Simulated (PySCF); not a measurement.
C2H4NO, SMILES C[N]C=O, multiplicity 2. The structure is a stationary point at B3LYP-D3(BJ)/def2-SVP. The isomer is the one that the SMILES or the coordinates give; other isomers of the formula were not compared. The values are those of a single conformer.

**Question.** Give the equilibrium geometry at B3LYP-D3(BJ)/def2-SVP (PySCF confirms it by a frequency run) as bond lengths and angles. (Estimate from the structure and the level; the computed values follow.)

**Answer.** One answer among several that fit: 
Atoms: C1 N2 C3 O4 H5 H6 H7 H8. Bonded distances (Å): C1–N2 1.430, C1–H5 1.104, C1–H6 1.108, C1–H7 1.103, N2–C3 1.373, C3–O4 1.222, C3–H8 1.113. Bond angles (°): N2–C1–H5 109.6, N2–C1–H6 107.8, N2–C1–H7 113.9, H5–C1–H6 105.2, H5–C1–H7 110.4, H6–C1–H7 109.5, C1–N2–C3 118.0, N2–C3–O4 123.9, N2–C3–H8 113.6, O4–C3–H8 122.3.
Charge 0, spin multiplicity 2.
